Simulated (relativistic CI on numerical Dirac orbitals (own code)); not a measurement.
**Ti+: sensitivity of the levels to the model**

Base calculation: Dirac-Coulomb-Breit CI, KLI orbitals optimised for each configuration, model QED, valence Slater integrals scaled by 0.85, P86 correlation energy added to each configuration.

CI space (outside the closed core [Ar]): 3d²4s, 3d³, 3d4s², 3d²4p, 3d²4d, 3d²4f, 3d4s4p, 3d²5s, 4s4p², 3d4p², 3d²5p, 3d4s5p, 3d²6s, 3d²5d, 4s²4p, 3d²6p. Levels of other configurations are missing.

Variants: (1) valence Slater integrals scaled by 0.75; (2) Slater integrals left unscaled; (3) configuration mixing switched off. Shifts of the energy above 3d²4s ⁴F3/2, in cm⁻¹, for the lowest level and the first level of each name with at least 55 % of one term (blank where a level changes its place among those of its configuration and J or its character, or is not in the variant):

| Level | Base | Δ(1) | Δ(2) | Δ(3) | Measured |
| --- | --- | --- | --- | --- | --- |
| 3d²4s ⁴F3/2 | 0.0 | 0.0 | 0.0 | 0.0 | 0.0 |
| 3d²4s ⁴F5/2 | 83.9 | -0.1 | +0.1 | +0.1 | 94.1 |
| 3d²4s ⁴F7/2 | 201.3 | -0.1 | +0.2 | -0.1 | 225.7 |
| 3d²4s ⁴F9/2 | 351.1 | -0.2 | +0.4 | -0.7 | 393.4 |
| 3d³ ⁴F3/2 | 1802.9 | +371.0 | -559.6 | +348.7 | 908.0 |
| 3d³ ⁴F5/2 | 1861.5 | +370.1 | -558.2 | +352.2 | 983.9 |
| 3d³ ⁴F7/2 | 1941.6 | +368.7 | -556.1 | +357.3 | 1087.3 |
| 3d³ ⁴F9/2 | 2041.4 | +366.8 | -553.2 | +363.9 | 1215.8 |
| 3d²4s ²F5/2 | 5082.8 | -524.5 | +748.1 | +1404.8 | 4628.6 |
| 3d²4s ²F7/2 | 5327.4 | -525.7 | +750.2 | +1403.7 | 4897.6 |
| 3d²4s ²D3/2 | 9449.1 | -959.8 | +1384.9 |  | 8710.4 |
| 3d²4s ²D5/2 | 9463.7 | -967.5 | +1395.2 |  | 8744.2 |
| 3d²4s ⁴P1/2 | 10500.7 | -1203.6 | +1783.5 | +121.5 | 9872.7 |
| 3d²4s ⁴P3/2 | 10550.4 | -1201.7 | +1817.5 |  | 9930.7 |
| 3d²4s ⁴P5/2 | 10634.5 | -1198.6 | +1861.5 |  | 10024.7 |
| 3d³ ²G7/2 | 10751.3 | -717.8 | +1051.6 | +751.5 | 8997.7 |
| 3d³ ²G9/2 | 10842.9 | -722.5 | +1056.9 | +757.5 | 9118.3 |
| 3d³ ²P1/2 | 10917.0 | -901.6 |  |  | 9850.9 |
| 3d³ ⁴P1/2 | 11289.9 | -697.9 |  |  | 9363.6 |
| 3d³ ⁴P3/2 | 11350.0 | -706.0 |  |  | 9395.7 |
| 3d³ ⁴P5/2 | 11391.5 | -695.7 | +963.2 | +308.8 | 9518.1 |
| 3d³ ²H9/2 | 14505.9 | -1097.3 | +1644.6 | +121.7 | 12677.0 |

Correlation outside the listed configurations is missing or only estimated: errors of thousands of cm⁻¹ between configurations and terms are usual at this charge. Rates and lifetimes follow the computed energies and can be off by large factors. The fine structure of a lone outer electron comes out too small, for d and f at times inverted, and misplaced configurations move strength between like terms. 51 of the 52 excited levels that our extract of the measured tables holds in this range could be paired (the sources list more); they are missed by 1278 cm⁻¹ on average and 3045 at most, and levels without a partner can miss by more.

Measured levels: NIST Handbook of Basic Atomic Spectroscopic Data (Sansonetti and Martin, J. Phys. Chem. Ref. Data 34, 1559 (2005)).

Ionisation energy from the two ground configurations alone: base 13.42 eV; valence Slater integrals scaled by 0.75 13.4 eV; Slater integrals left unscaled 13.46 eV. The NIST ASD value (measured) is 13.5755 eV.

LS names give the leading component of a level, which can be under half, so a name can repeat, a term be missing and a line seem to break the LS rules.
